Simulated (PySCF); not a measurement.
# [Dy(NH3)]3+ relaxed at several levels

Computed with PySCF 2.14.0, def2-SVP on the ligands, density fitting, scalar-relativistic core potentials, no spin-orbit coupling, vacuum. Each row is relaxed at its own level from the same template. Distances are means of the shortest metal–ligand contacts, charges and spins Mulliken's; removal energies are rigid, with the ligand's formal charge and no counterpoise, so too large; for an anion taken off a cation in vacuum most of it is the attraction of opposite charges, and multiply charged cations can part far more cheaply with an electron moved from ligand to metal. lcecp potentials hold a fixed number of 4f electrons in the core, out of states, spins and gaps.

```tsv
level	basis on the metal	point group	M–NH3 (Å)	charge on M (e)	removal of one NH3 (eV)	strongest infrared band, degenerate modes summed (cm⁻¹)	unstable modes (below −25 cm⁻¹)
B3LYP	lcecp-1-SVP with ECP55	C3v	2.328	2.45	5.83	–	0
PBE0	lcecp-1-SVP with ECP55	C3v	2.312	2.47	5.84	3283	0
```

**Question.** What does the calculation give for PBE, lcecp-1-SVP with ECP55?

**Answer.** point group: C3v, M–NH3 (Å): 2.319, charge on M (e): 2.41, removal of one NH3 (eV): 6.04, strongest infrared band, degenerate modes summed (cm⁻¹): 3156, unstable modes (below −25 cm⁻¹): 0.
```xyz
5

Dy    0.0000    0.0000   -0.1313
N     0.0000    0.0000    2.1873
H     0.9517    0.0000    2.6517
H    -0.4759    0.8241    2.6517
H    -0.4758   -0.8242    2.6517
```

One start shape was tried for each, so a minimum needn't be the lowest isomer.
